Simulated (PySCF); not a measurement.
C7H10F (doublet state).
Structure used (GFN2-xTB), in Å, numbered top down from 1:
```
atom  x, y, z in Å
C1     2.516   -0.778   -0.035
C2     1.136   -0.264   -0.199
C3    -0.038   -0.983   -0.197
C4    -1.135   -0.164   -0.382
C5    -2.557   -0.567   -0.430
F6    -3.279   -0.004    0.620
C7    -0.693    1.263   -0.509
C8     0.839    1.194   -0.393
H9     2.994   -0.331    0.839
H10    3.128   -0.520   -0.902
H11    2.516   -1.859    0.083
H12   -0.096   -2.051   -0.075
H13   -3.058   -0.210   -1.341
H14   -2.675   -1.651   -0.335
H15   -1.136    1.877    0.280
H16   -1.013    1.693   -1.462
H17    1.332    1.578   -1.290
H18    1.211    1.784    0.449
```

The hyperfine couplings belong to this conformer and change with its torsions.

Identity: `[C]1(CCC(C)=C1)CF` [radical].

Level of theory: UKS B3LYP, pcH-1 on C F H, non-relativistic, mean-field spin-orbit, GIAO (PySCF). Isolated species at its GFN2-xTB geometry (one conformer only). The geometry wasn't refined by DFT: couplings that depend on bond lengths, twists or pyramidal angles can differ widely from those at the functional's own minimum. The SCF solution wasn't tested for stability.

The Mulliken spin populations are largest on C4 (+0.60), C2 (+0.58) and C3 (-0.23). The positive populations add up to 1.40 and the negative ones to -0.40, together 2S = 1. The angles at C4 add up to 360.0°, so it is planar.

Question: Find Q in a(H) = Q·ρ(C) for the protons on the planar carbons that carry spin.

Answer: 
```
  H   C    ρ(C)  a(H) (G)  a/ρ (G)
H12  C3  -0.229     +3.52    -15.3
```

One proton gives one ratio, Q = -15.3 G, and no test of linearity. In every row coupling and population have opposite signs. Where ρ is negative the coupling is positive.

Question: How do the β-proton couplings of this frozen conformer go with θ, the angle between the C–H bond and the normal to the plane of the spin centre's three neighbours, both seen down the bond from centre to carbon?

Answer: 
```
β H  on  centre  θ (°)  cos²θ   a (G)
 H9  C1      C2     30   0.75  +23.35
H10  C1      C2     31   0.73  +23.08
H11  C1      C2     89   0.00   +0.71
H17  C8      C2     31   0.74  +22.67
H18  C8      C2     31   0.74  +21.48
H13  C5      C4     36   0.66  +14.86
H14  C5      C4     89   0.00   +0.33
H15  C7      C4     30   0.75  +23.16
H16  C7      C4     31   0.73  +21.34
```

Fitting the Heller–McConnell form a = ρ(B0 + B2 cos²θ), with Mulliken ρ = 0.58 and 0.60, gives B0 = 0.4 G and B2 = 49.3 G; with only two distinct angles the two parameters are fixed exactly.

Question: What would the freely rotating methyl group on C1 show?

Answer: Three equal couplings, a 1:3:3:1 quartet. The mean of the three values of this geometry estimates the splitting: 15.7 G, or 44.0 MHz (three bonds 120° apart have a mean cos²θ of 1/2 at any torsion).

Couplings in gauss use g_iso = 2.0025.
